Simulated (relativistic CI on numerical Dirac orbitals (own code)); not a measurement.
Computed by Dirac-Coulomb-Breit CI, orbitals from a KLI potential per configuration, a model potential for QED, unscaled Slater integrals (own radial code, finite nucleus).

The strongest absorption lines from the ground level of an ion, among the configurations computed and to levels below about 11700 eV (vacuum wavelength in nm, gf): 0.10614 (0.046), 0.10657 (0.027), 0.11788 (0.11), 0.11891 (0.065), 0.15488 (0.41), 0.15921 (0.27), 1.4061 (0.19), 8.2619 (0.015).

(1) Which ion is it?
A. Ta⁷⁰⁺
B. Eu⁶⁰⁺
C. Er⁶⁵⁺
D. Eu⁵⁸⁺

Answers

(1) B. Eu⁶⁰⁺ has 3 electrons and the ground level 2s ²S1/2; the strongest line goes to 3p ²P°3/2. The pattern of lines fixes the number of electrons, and along that sequence the line energies rise steadily with the charge (about as its square where n changes within one kind of shell, about linearly where n is kept but much faster in heavy ions where fine structure, which grows about as Z⁴, sets the gap, and irregularly where shells cross), which fixes Z. Configurations outside the model, such as inner-shell arrays, can give stronger lines. At this charge energies of transitions that change n are usually good to better than 1 %, and those within a shell (Δn = 0) to a few per cent.
